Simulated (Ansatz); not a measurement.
One change: `[O]=[Nb]([OH])([F])[Cl]` becomes `[NH2][Nb](=[O])([OH])[Cl]`.

Ansatz, PBE0-D4/def2-TZVP geometries, multiplicity 1. Each molecule was computed in one conformer, which needn't be the lowest.

Elements past krypton have def2 core potentials.

| property | `[O]=[Nb]([OH])([F])[Cl]` |
| --- | --- |
| size of the dipole moment (PBE/def2-TZVPP) / D | 2.39 |
| HOMO–LUMO gap (B3LYP/def2-TZVPP) / eV | 6.86 |
| LUMO energy (ωB97M-V/def2-TZVPP) / eV | 0.02 |
| HOMO–LUMO gap (PBE/def2-TZVPP) / eV | 5.12 |
| LUMO energy (PBE/def2-TZVPP) / eV | -2.92 |
| LUMO energy (PBE0/def2-TZVPP) / eV | -2.15 |

(1) Give the same properties after the change, and the shifts. (An estimate is asked.)

Answers

(1) The calculation gave: 
| property | `[NH2][Nb](=[O])([OH])[Cl]` | shift |
| --- | --- | --- |
| size of the dipole moment (PBE/def2-TZVPP) / D | 4.41 | 2.02 |
| HOMO–LUMO gap (B3LYP/def2-TZVPP) / eV | 6.32 | -0.54 |
| LUMO energy (ωB97M-V/def2-TZVPP) / eV | 0.41 | 0.39 |
| HOMO–LUMO gap (PBE/def2-TZVPP) / eV | 4.60 | -0.52 |
| LUMO energy (PBE/def2-TZVPP) / eV | -2.47 | 0.45 |
| LUMO energy (PBE0/def2-TZVPP) / eV | -1.66 | 0.49 |

With PBE0 the HOMO rises by 1.06 eV and the LUMO rises by 0.49 eV, so the gap narrows by about 0.57 eV. PBE moves the HOMO by 0.96 eV and ωB97M-V by 1.04 eV. The zero-point energy changes by 59.2 kJ/mol with +6 modes. Dipoles are sizes alone; their direction can turn.

B3LYP here is the variant with VWN-RPA as its local correlation; programs differ in this.
